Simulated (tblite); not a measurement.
C4H13BN2.
Numbering: `[CH3:1][NH2+:2][B@H-:3]1[CH2:4][CH2:5][N:6]1[CH3:7]` (hydrogens: H8, H9, H10 on C1; H11, H12 on N2; H13 on B3; H14, H15 on C4; H16, H17 on C5; H18, H19, H20 on C7)

Computed with GFN2-xTB (tblite), gas phase: L-BFGS steps from a force-field or distance-geometry start until the largest atomic force falls under 0.01 eV/Å.

Step 21: E = -605.4964 eV
```
atom  x, y, z in Å  |  force x, y, z in eV/Å
C1      2.3509   -0.6362    0.5931    0.003   0.021   0.001
N2      1.5466    0.5451    0.3046   -0.165   0.002   0.043
B3     -0.1228    0.3859    0.6212    0.034   0.098   0.012
C4     -0.8863    1.6777   -0.0131    0.008   0.007  -0.006
C5     -1.3570    0.7012   -1.1014   -0.032   0.003  -0.027
N6     -0.6680   -0.4457   -0.5121   -0.031   0.003  -0.009
C7     -1.4149   -1.6661   -0.3899    0.023   0.007  -0.006
H8      3.4120   -0.4346    0.4483    0.112  -0.061  -0.014
H9      2.1803   -0.9445    1.6210   -0.011   0.008   0.043
H10     2.0430   -1.4453   -0.0622   -0.070  -0.008  -0.021
H11     1.5981    0.7665   -0.6866   -0.073   0.020   0.060
H12     1.8752    1.3411    0.8455   -0.057  -0.006  -0.048
H13    -0.2085    0.0563    1.7616    0.043   0.005  -0.084
H14    -0.3320    2.5369   -0.3966    0.057  -0.028   0.019
H15    -1.7311    2.0646    0.5569    0.076   0.005   0.019
H16    -1.0005    0.9261   -2.1176    0.048  -0.027  -0.005
H17    -2.4453    0.5862   -1.1579   -0.047  -0.025   0.062
H18    -1.7727   -1.9889   -1.3732    0.041  -0.021   0.000
H19    -2.2949   -1.5677    0.2714    0.005  -0.005  -0.037
H20    -0.7772   -2.4479    0.0247    0.035   0.002  -0.003
```

Step 22: E = -605.4990 eV
```
atom  x, y, z in Å  |  force x, y, z in eV/Å
C1      2.3495   -0.6361    0.5915    0.016   0.000   0.006
N2      1.5410    0.5449    0.3057   -0.055  -0.030   0.038
B3     -0.1267    0.3913    0.6285    0.047   0.062  -0.011
C4     -0.8838    1.6803   -0.0123   -0.002   0.025  -0.028
C5     -1.3559    0.7015   -1.0976   -0.050  -0.008  -0.026
N6     -0.6731   -0.4430   -0.4998   -0.007  -0.023  -0.046
C7     -1.4127   -1.6682   -0.3924   -0.001  -0.026   0.000
H8      3.4129   -0.4375    0.4431    0.038  -0.042  -0.008
H9      2.1832   -0.9435    1.6216   -0.009   0.010   0.004
H10     2.0412   -1.4467   -0.0639   -0.070   0.022   0.015
H11     1.5898    0.7619   -0.6867   -0.081   0.031   0.063
H12     1.8761    1.3416    0.8419   -0.067  -0.007  -0.051
H13    -0.2108    0.0705    1.7688    0.042  -0.014  -0.034
H14    -0.3289    2.5363   -0.3985    0.088   0.002   0.003
H15    -1.7254    2.0722    0.5567    0.031   0.010   0.027
H16    -0.9993    0.9189   -2.1158    0.058  -0.019   0.005
H17    -2.4436    0.5874   -1.1551   -0.076  -0.013   0.064
H18    -1.7637   -1.9885   -1.3792    0.051   0.003  -0.010
H19    -2.2990   -1.5799    0.2619    0.006  -0.004  -0.023
H20    -0.7759   -2.4527    0.0190    0.042   0.021   0.011
```

Q: Estimate the geometry and energy of step 23. (The exact step hangs on the optimiser's Hessian estimate; all steps are aligned on step 22, rigid shifts and turns removed.)

A: E = -605.5009 eV, largest force 0.103 eV/Å
```
atom  x, y, z in Å  |  force x, y, z in eV/Å
C1      2.3488   -0.6360    0.5905    0.015  -0.016   0.010
N2      1.5357    0.5439    0.3072    0.041  -0.045   0.022
B3     -0.1287    0.3964    0.6334    0.039   0.003  -0.033
C4     -0.8821    1.6827   -0.0124   -0.004   0.031  -0.040
C5     -1.3561    0.7014   -1.0951   -0.049  -0.011  -0.013
N6     -0.6770   -0.4414   -0.4914    0.013  -0.025  -0.055
C7     -1.4111   -1.6701   -0.3942   -0.007  -0.035   0.002
H8      3.4142   -0.4399    0.4390   -0.032  -0.026  -0.005
H9      2.1853   -0.9428    1.6220   -0.003   0.011  -0.022
H10     2.0386   -1.4474   -0.0646   -0.062   0.042   0.038
H11     1.5823    0.7592   -0.6855   -0.086   0.030   0.049
H12     1.8759    1.3417    0.8382   -0.068   0.004  -0.032
H13    -0.2117    0.0809    1.7734    0.036  -0.025   0.006
H14    -0.3249    2.5357   -0.3999    0.095   0.019  -0.010
H15    -1.7211    2.0779    0.5568    0.003   0.019   0.028
H16    -0.9969    0.9133   -2.1140    0.042  -0.016   0.013
H17    -2.4441    0.5882   -1.1514   -0.075  -0.001   0.051
H18    -1.7560   -1.9878   -1.3842    0.054   0.012  -0.017
H19    -2.3020   -1.5893    0.2546    0.005  -0.004  -0.012
H20    -0.7742   -2.4559    0.0151    0.044   0.034   0.020
```

The energy changes by -0.0019 eV. The first-order estimate −F·Δx gives -0.0026 eV and the mean of the old and new forces, exact on a quadratic surface, -0.0019 eV. The step makes an angle of 71° with the force vector and moves no atom by more than 0.012 Å.

The cost below is that of the whole relaxation. The run took 0.82 s of wall time on Arm Neoverse N1, one thread, shared host.
